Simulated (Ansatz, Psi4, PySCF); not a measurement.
cyclobutane (C₄H₈), singlet, at a GFN2-xTB geometry, atoms displaced at random by about 0.03 Å a coordinate. Base run: PySCF with R2SCAN/STO-3G, gradient.

The PySCF input:
```python
from pyscf import gto, scf, dft

mol = gto.Mole()
mol.atom = '''
    C     0.009892    1.068375    0.122490
    C     0.011011   -1.092160    0.122215
    C    -1.065812   -0.012668   -0.018243
    C     1.083421    0.020361   -0.105407
    H    -0.022442    1.886051   -0.717839
    H    -0.001414    1.535604    1.056321
    H     0.022146   -1.827459   -0.766828
    H     0.041694   -1.593729    1.030009
    H    -1.852060   -0.011036    0.736557
    H    -1.562068    0.026511   -1.050288
    H     1.851830   -0.039702    0.671597
    H     1.552710    0.037747   -1.061268
'''
mol.basis = 'sto-3g'
mol.charge = 0
mol.spin = 0
mol.verbose = 4
mol.build()

mf = dft.RKS(mol)
mf.xc = 'r2scan'
mf.kernel()
g = mf.nuc_grad_method()
grad = g.kernel()
```

Programs used: Ansatz (a first-principles code), Psi4, PySCF; a row that names a program was run with it.

The coordinate followed is y of atom 10.

Variants of this job, named by their change:

| change | dE/dx (Eh/bohr) | net force (Eh/bohr) |
|---|---|---|
| base | 0.005917 | 0.000330 |
| finite difference step (bohr) = 0.2; conv_tol = 1e-11 | 0.005968 | - |
| grids.level = 1; grid_response = off | 0.005916 | 0.002086 |
| finite difference step (bohr) = 0.01; conv_tol = 1e-11 | 0.005922 | - |
| grids.level = 5; grid_response = off | 0.005918 | 0.000013 |
| finite difference step (bohr) = 1e-5; conv_tol = 1e-11 | 0.005922 | - |
| grid_response = on | 0.005922 | 0.000000 |
| grids.level = 1; grid_response = on | 0.005930 | 0.000000 |
| code = psi4 | 0.005919 | 0.000088 |
| grids.level = 0; grid_response = off | 0.005884 | 0.006303 |
| finite difference step (bohr) = 0.05; conv_tol = 1e-11 | 0.005925 | - |
| code = ansatz | 0.005918 | 0.000000 |

The net force is zero for an exact gradient.
